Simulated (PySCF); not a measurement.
C₅H₆F₃O (doublet state).
Structure used (GFN2-xTB), in Å, numbered top down from 1:
```
atom  x, y, z in Å
C1     2.2227    0.8801   -1.2442
C2     1.9968    0.3028   -0.0778
O3     0.8203    0.2204    0.6120
C4    -0.3571    0.5913   -0.0239
F5    -0.4480    1.9685   -0.0669
C6    -1.5111    0.0401    0.7185
C7    -1.9288   -1.3653    0.5493
F8    -1.3911   -1.9305   -0.5571
F9    -1.5311   -2.1522    1.5988
H10    1.4619    1.3817   -1.8161
H11    3.2121    0.8774   -1.6601
H12    2.7684   -0.1924    0.4947
H13   -0.3565    0.2558   -1.0776
H14   -1.9354    0.6083    1.5258
H15   -3.0275   -1.4782    0.4857
```

The hyperfine couplings belong to this conformer and change with its torsions.

As a line formula: `O(C=C)[C@H](F)[CH]C(F)F` [radical].

Computed with PySCF 2.14.0, UKS B3LYP, pcH-1 on C F H O, non-relativistic, mean-field spin-orbit, GIAO. The structure is a single GFN2-xTB conformer in the gas phase; no vibrational or solvent corrections. Couplings are sensitive to structure, and on GFN2-xTB geometries they can be far from those on DFT ones. No stability test was run, so a lower SCF solution isn't excluded.

Q: What is the g tensor, term by term?

A: 
| Δg (ppm) | 1 | 2 | 3 |
| --- | --- | --- | --- |
| relativistic mass correction | -170 | -170 | -170 |
| gauge correction | 64 | 11 | 38 |
| orbital Zeeman/spin–orbit | -467 | 3 | 275 |
| total | -573 | -155 | 143 |

So g = 2.00175, 2.00216, 2.00246 and g_iso = 2.00212; the tensor is rhombic: the two nearest values differ by 42 % of g3 − g1. Axes: g1 points within 8° of the C6–H14 bond.

Q: How much does each term add to the isotropic shift?

A: The mass correction -170, the orbital-Zeeman/spin–orbit term -63 and the gauge correction 38 ppm, for a total of -195 ppm. The mass correction is the largest in size. The mass correction is the same along every axis, so the anisotropy comes from the other two: their spans along these axes are 53 (gauge) and 742 ppm (orbital Zeeman/spin–orbit).

Q: What are the electron Larmor frequencies g μB B/h along the three axes at 1200 mT?

A: 33.6203, 33.6273, 33.6323 GHz for g1, g2 and g3, a range of 12.0 MHz.

Q: At 93.579 GHz, how far is the centre of the isotropic spectrum from where a free electron (g = 2.002319) resonates?

A: B = hν/(g μB) with μB/h = 13.99624 MHz/mT gives 3339.13 mT for the free electron and 3339.46 mT at g_iso, 0.33 mT higher.

Q: In a frozen sample, at which fields do the three g values resonate at 9.5, 34, 94 and 263 GHz (hyperfine left aside), and which band first spreads them over more than twice a line width of 0.5 mT?

A: 
```json
{"band": "X", "GHz": "9.5", "B(g3) mT": "338.96", "B(g2) mT": "339.01", "B(g1) mT": "339.08", "spread mT": "0.12"}
{"band": "Q", "GHz": "34.0", "B(g3) mT": "1213.12", "B(g2) mT": "1213.30", "B(g1) mT": "1213.55", "spread mT": "0.43"}
{"band": "W", "GHz": "94.0", "B(g3) mT": "3353.91", "B(g2) mT": "3354.41", "B(g1) mT": "3355.11", "spread mT": "1.20"}
{"band": "J", "GHz": "263.0", "B(g3) mT": "9383.82", "B(g2) mT": "9385.22", "B(g1) mT": "9387.18", "spread mT": "3.36"}
```

The spread grows in proportion to the frequency. W band is the first where it exceeds 1.0 mT.

The largest Mulliken spin population is on C6 (+1.03). The angles at C6 add up to 359.0°, so it is planar; its axial dipolar tensor and the negative coupling of its proton fit spin in a p orbital normal to that plane.

The HOMO–LUMO gaps are 7.27 eV among the α and 3.75 eV among the β orbitals.

The run took 88 s wall (with the writing of density and orbital grids) on an Arm Neoverse V2 with one thread, on a shared host, and the process peaked at 0.97 GiB of memory.
